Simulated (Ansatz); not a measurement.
Steps of a relaxation of FH$_{9}$O$_{3}$Si$_{3}$Zr, SMILES `[F][Zr]([O][SiH3])([O][SiH3])[O][SiH3]` with RKS PBE0-D4/def2-TZVP.

```sh
$ ansatz run in.yaml --threads 5 --pin off --events-out ev --progress --plain --max-ram 66560MiB --backend cuda --devices 0, --max-vram 37GiB
```

```yaml
crystal:
  periodic: [false, false, false]
  atoms:
    - {symbol: F, position_ang: [-0.171921, 2.438764, 1.567055]}
    - {symbol: Zr, position_ang: [-0.062375, 0.823853, 0.524459]}
    - {symbol: O, position_ang: [1.109042, -0.449438, 1.423784]}
    - {symbol: Si, position_ang: [2.111471, -1.565512, 2.176126]}
    - {symbol: O, position_ang: [0.659849, 1.235486, -1.239644]}
    - {symbol: Si, position_ang: [1.289611, 1.544857, -2.764575]}
    - {symbol: O, position_ang: [-1.841603, 0.047776, 0.337469]}
    - {symbol: Si, position_ang: [-3.353977, -0.659459, 0.163895]}
    - {symbol: H, position_ang: [2.644745, -0.986505, 3.458485]}
    - {symbol: H, position_ang: [1.335988, -2.819076, 2.479464]}
    - {symbol: H, position_ang: [3.261053, -1.907220, 1.267180]}
    - {symbol: H, position_ang: [0.246879, 2.213174, -3.618267]}
    - {symbol: H, position_ang: [2.485698, 2.450164, -2.647313]}
    - {symbol: H, position_ang: [1.703116, 0.251791, -3.416299]}
    - {symbol: H, position_ang: [-3.200291, -2.076809, -0.321107]}
    - {symbol: H, position_ang: [-4.165260, 0.116613, -0.837217]}
    - {symbol: H, position_ang: [-4.071128, -0.658760, 1.486704]}
basis:
  gaussian: {orbitals: def2-TZVP}
hamiltonian: {xc: pbe0, dispersion: d4}
relax: {f_tol: 0.005, max_steps: 150}
```

Positions (Å) and forces (eV/Å) along the path, 7 of 12 steps:

```xyz
17
step=1 energy=-33914.2782 eV
F    -0.172    2.439    1.567    0.018   -0.278   -0.181
Zr   -0.062    0.824    0.524    0.012   -0.133   -0.083
O     1.109   -0.449    1.424    0.446   -0.494    0.337
Si    2.111   -1.566    2.176   -0.470    0.512   -0.359
O     0.660    1.235   -1.240    0.290    0.130   -0.686
Si    1.290    1.545   -2.765   -0.302   -0.152    0.705
O    -1.842    0.048    0.337   -0.677   -0.328   -0.076
Si   -3.354   -0.659    0.164    0.705    0.326    0.069
H     2.645   -0.987    3.458   -0.142   -0.112   -0.310
H     1.336   -2.819    2.479    0.152    0.306   -0.077
H     3.261   -1.907    1.267   -0.273    0.104    0.190
H     0.247    2.213   -3.618    0.214   -0.153    0.221
H     2.486    2.450   -2.647   -0.279   -0.220    0.007
H     1.703    0.252   -3.416   -0.101    0.297    0.190
H    -3.200   -2.077   -0.321   -0.003    0.344    0.127
H    -4.165    0.117   -0.837    0.211   -0.154    0.222
H    -4.071   -0.659    1.487    0.200    0.005   -0.295
17
step=2 energy=-33914.3747 eV
F    -0.171    2.415    1.551   -0.002    0.026    0.016
Zr   -0.061    0.809    0.516   -0.008    0.069    0.040
O     1.100   -0.449    1.409    0.443   -0.495    0.331
Si    2.092   -1.553    2.154   -0.364    0.408   -0.271
O     0.654    1.221   -1.231    0.277    0.135   -0.677
Si    1.275    1.530   -2.739   -0.221   -0.122    0.561
O    -1.825    0.044    0.332   -0.669   -0.314   -0.080
Si   -3.322   -0.652    0.160    0.558    0.247    0.069
H     2.614   -0.971    3.421   -0.022   -0.038   -0.064
H     1.316   -2.788    2.454    0.049    0.057   -0.014
H     3.228   -1.883    1.250   -0.056    0.007    0.052
H     0.236    2.191   -3.576    0.060   -0.034    0.035
H     2.460    2.423   -2.612   -0.062   -0.043   -0.017
H     1.686    0.246   -3.375   -0.022    0.072    0.022
H    -3.161   -2.055   -0.316   -0.020    0.073    0.020
H    -4.117    0.123   -0.833    0.033   -0.047    0.052
H    -4.022   -0.651    1.474    0.026    0.000   -0.073
17
step=4 energy=-33914.3990 eV
F    -0.172    2.421    1.553   -0.001    0.011    0.006
Zr   -0.062    0.816    0.519    0.000   -0.003   -0.002
O     1.100   -0.448    1.410    0.005   -0.004    0.006
Si    2.077   -1.542    2.140    0.001   -0.001    0.001
O     0.655    1.221   -1.232    0.003    0.001   -0.007
Si    1.269    1.520   -2.721   -0.001    0.002    0.000
O    -1.826    0.043    0.332   -0.007   -0.004   -0.001
Si   -3.301   -0.650    0.161   -0.001    0.002    0.000
H     2.606   -0.974    3.407    0.001    0.000    0.001
H     1.309   -2.778    2.439   -0.003    0.000   -0.001
H     3.212   -1.877    1.241    0.000    0.001   -0.002
H     0.238    2.179   -3.564   -0.002    0.000    0.000
H     2.452    2.411   -2.606    0.001    0.000    0.000
H     1.679    0.242   -3.360    0.000   -0.002    0.002
H    -3.145   -2.049   -0.315    0.003   -0.001    0.000
H    -4.102    0.117   -0.829    0.000    0.001   -0.002
H    -4.008   -0.652    1.467    0.000   -0.001    0.001
17
step=8 energy=-33914.3992 eV
F    -0.184    2.447    1.553    0.000   -0.001    0.000
Zr   -0.063    0.834    0.532    0.000    0.002    0.001
O     1.101   -0.421    1.433    0.000   -0.001   -0.001
Si    2.072   -1.540    2.133    0.000    0.000    0.000
O     0.657    1.227   -1.221    0.000    0.002    0.000
Si    1.266    1.511   -2.715    0.000   -0.001    0.000
O    -1.822    0.051    0.342   -0.001    0.001    0.001
Si   -3.291   -0.652    0.158    0.001    0.000    0.000
H     2.619   -1.003    3.405    0.000    0.000    0.000
H     1.292   -2.772    2.415    0.000    0.000    0.000
H     3.194   -1.871    1.217    0.000    0.000    0.000
H     0.234    2.165   -3.560    0.000    0.000    0.000
H     2.452    2.399   -2.612    0.000    0.000    0.000
H     1.669    0.226   -3.343    0.000    0.000    0.000
H    -3.120   -2.049   -0.320    0.000    0.000    0.000
H    -4.089    0.111   -0.836    0.000   -0.001    0.000
H    -4.007   -0.664    1.460    0.000    0.000    0.000
17
step=9 energy=-33914.3992 eV
F    -0.183    2.449    1.556    0.000    0.002    0.002
Zr   -0.063    0.837    0.534   -0.001    0.001   -0.001
O     1.101   -0.419    1.434   -0.001   -0.001   -0.002
Si    2.071   -1.540    2.132    0.003   -0.001    0.004
O     0.657    1.230   -1.219    0.000    0.002   -0.001
Si    1.265    1.510   -2.715    0.001   -0.003   -0.001
O    -1.822    0.054    0.344   -0.002    0.001    0.000
Si   -3.289   -0.652    0.157    0.000   -0.003    0.000
H     2.620   -1.005    3.404    0.000    0.001    0.002
H     1.290   -2.772    2.413    0.000   -0.001   -0.002
H     3.193   -1.870    1.214   -0.001   -0.001   -0.001
H     0.233    2.163   -3.560    0.000    0.001    0.001
H     2.452    2.397   -2.615   -0.001    0.001    0.000
H     1.667    0.223   -3.340   -0.001   -0.001    0.000
H    -3.115   -2.048   -0.321    0.001    0.000   -0.001
H    -4.088    0.110   -0.838    0.000    0.001    0.001
H    -4.007   -0.666    1.458    0.000    0.001    0.000
17
step=11 energy=-33914.3992 eV
F    -0.179    2.455    1.567    0.000    0.006    0.004
Zr   -0.063    0.845    0.540   -0.001   -0.003   -0.004
O     1.100   -0.416    1.436   -0.003    0.002   -0.003
Si    2.070   -1.540    2.128    0.003   -0.002    0.002
O     0.655    1.241   -1.213    0.001    0.001   -0.002
Si    1.261    1.506   -2.712   -0.002   -0.004    0.001
O    -1.823    0.064    0.350   -0.002    0.000    0.000
Si   -3.284   -0.651    0.154    0.003   -0.001   -0.002
H     2.621   -1.009    3.402    0.001    0.002    0.004
H     1.287   -2.771    2.408    0.000   -0.002   -0.001
H     3.189   -1.869    1.208    0.000   -0.002   -0.001
H     0.229    2.155   -3.561    0.001    0.002    0.001
H     2.452    2.390   -2.622   -0.001    0.000    0.000
H     1.657    0.212   -3.327    0.001    0.000    0.000
H    -3.097   -2.045   -0.326    0.000    0.000    0.001
H    -4.083    0.106   -0.844   -0.001    0.001    0.002
H    -4.009   -0.673    1.451    0.000    0.001   -0.001
17
step=12 energy=-33914.3992 eV
F    -0.179    2.455    1.568    0.000    0.003    0.002
Zr   -0.063    0.846    0.541    0.000   -0.003   -0.003
O     1.100   -0.416    1.435   -0.002    0.002   -0.002
Si    2.070   -1.540    2.129    0.002   -0.003    0.001
O     0.655    1.241   -1.212    0.001    0.000   -0.002
Si    1.261    1.505   -2.712    0.000    0.000    0.001
O    -1.824    0.065    0.350   -0.002   -0.001    0.000
Si   -3.284   -0.651    0.154    0.001    0.000    0.001
H     2.621   -1.009    3.402    0.001    0.001    0.002
H     1.287   -2.772    2.408   -0.001   -0.001    0.000
H     3.189   -1.869    1.208    0.001    0.000   -0.001
H     0.229    2.155   -3.561    0.000    0.000    0.000
H     2.451    2.390   -2.623    0.000    0.000    0.000
H     1.657    0.211   -3.326    0.000    0.000    0.000
H    -3.096   -2.045   -0.326    0.000    0.001    0.000
H    -4.083    0.106   -0.844    0.000    0.000    0.000
H    -4.010   -0.673    1.450    0.000    0.000    0.000
```

Run time 70 s (5 threads of an AMD EPYC 7R13 on a shared host and a share of an NVIDIA H100 80 GB); peak host memory 1 GiB.
